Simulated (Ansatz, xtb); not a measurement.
# Relative energy of two isomers of C4H4FNSi

Structure I is `N#C[C@]1(F)C=C[SiH2]1`, a singlet and structure II is `N#CC1=C[SiH2][C@@H]1F`, a singlet. Both are isolated molecules in the gas phase, relaxed with B3LYP/def2-SVP.

I (Å):

```xyz
11

C    -2.8427    0.4003   -0.3471
C    -2.0967   -0.5496    0.4764
C    -0.7394   -0.9491   -0.0878
C    -0.7687   -2.2749   -0.3390
F    -2.0087   -0.0604    1.7740
N    -3.4529    1.1231   -1.0182
Si   -2.5137   -2.4595    0.3132
H     0.0809   -0.2349   -0.2403
H     0.0380   -2.8690   -0.7731
H    -3.5997   -2.8598   -0.6244
H    -2.6868   -3.1418    1.6237
```

II (Å):

```yaml
atoms:
  - { symbol: C, position_ang: [-3.0080, 0.2054, 1.2360] }
  - { symbol: C, position_ang: [-2.2380, -0.6567, 0.3889] }
  - { symbol: C, position_ang: [-1.8817, -0.4703, -0.9092] }
  - { symbol: C, position_ang: [-1.6418, -1.9892, 0.8396] }
  - { symbol: F, position_ang: [-2.5775, -2.8818, 1.3191] }
  - { symbol: N, position_ang: [-3.6265, 0.8881, 1.9437] }
  - { symbol: Si, position_ang: [-1.0665, -2.1630, -1.0068] }
  - { symbol: H, position_ang: [-2.0855, 0.4192, -1.5083] }
  - { symbol: H, position_ang: [0.3908, -2.2355, -1.3146] }
  - { symbol: H, position_ang: [-1.8045, -3.1922, -1.7867] }
  - { symbol: H, position_ang: [-0.8614, -1.8597, 1.6101] }
```

Energies in hartree; the thermal terms are from GFN2-xTB frequencies at re-optimised GFN2-xTB minima (ideal gas, soft modes damped towards free rotors, one conformer each, 298.15 K, 1 atm) and include the zero-point energy:

```
                              I           II
E, CCSD(T)/def2-SVP  −597.235634  −597.240862
    E, MP2/def2-SVP  −597.156839  −597.162692
  E, MP2/def2-TZVPP  −597.850649  −597.855532
  zero-point energy     0.064159     0.064609
       H(298 K) − E     0.072668     0.073046
       G(298 K) − E     0.032425     0.032724
```

Q: Correct the CCSD(T) difference for the basis set by the MP2 change, then work out ΔE, ΔE₀, ΔH and ΔG for I → II in kJ/mol (1 Eh = 2625.50 kJ/mol) and the equilibrium ratio [II]/[I].

A: 1. Differences II − I: CCSD(T) −0.005228, MP2 in the small set −0.005853, MP2 in the large set −0.004883 Eh.
2. ΔE = −0.005228 + (−0.004883 − (−0.005853)) = −0.004258 Eh = −11.18 kJ/mol.
3. ΔE₀ = ΔE + ΔZPE = −0.004258 + (+0.000450) Eh = −10.00 kJ/mol.
4. ΔH = ΔE + (+0.000378) Eh = −10.19 kJ/mol.
5. ΔG = ΔE + (+0.000299) Eh = −10.39 kJ/mol, so ΔS = (ΔH − ΔG)/T = +0.7 J/(mol K).
6. kT = 0.9442 mEh, so K = [II]/[I] = exp(−ΔG/kT) = exp(+4.19) ≈ 66.

Structure II is favoured at this temperature. An error of 4 kJ/mol in ΔG would change K by a factor of 5. Mirror images and further conformers aren't counted.

As drawn, both hold the same kinds of bond in the same numbers.

Other levels gave ΔE = −13.6 (GFN2-xTB); −24.2 (HF/STO-3G, GFN2-xTB geometries); −17.6 (r2SCAN-D4/def2-SVP, GFN2-xTB geometries); −17.2 (B3LYP/def2-SVP); −13.9 (HF/def2-SVP); −15.4 (MP2/def2-SVP); −13.7 (CCSD(T)/def2-SVP) kJ/mol. The correlated steps freeze 11 core orbitals. Programs: Ansatz 0.2.0, xtb 6.7.1.
